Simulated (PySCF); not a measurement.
All values below come from TPSSh-D3(BJ)/def2-TZVP // r2SCAN-D4/def2-SVP in PySCF 2.14.0. Isolated molecules, 0 K electronic values unless said otherwise. One relaxed conformer stands for a flexible species; it need not be the lowest. 

Reference species: [Zr(F)4] (neutral, multiplicity 1).

```yaml
charge on the central atom (Mulliken): 1.81 e
mean_distance_from_the_central_atom_to_its_bonded_neighbours: 1.901 Å
HOMO: -11.07 eV
coordination_number: 4
```

After one change: the charge on the central atom (Mulliken) increases by 0.02 e; the mean distance from the central atom to its bonded neighbours goes up by 0.025 Å; the HOMO goes up by 3.11 eV; the coordination number hardly moves.

Task: Which change was made? The new species is one of these.
A. [Zr(F)3(OH)]
B. [Zr(F)2(OH)2]
C. [Zr(OH)4]
D. [Zr(F)(OH)3]

Result: D, [Zr(F)(OH)3]
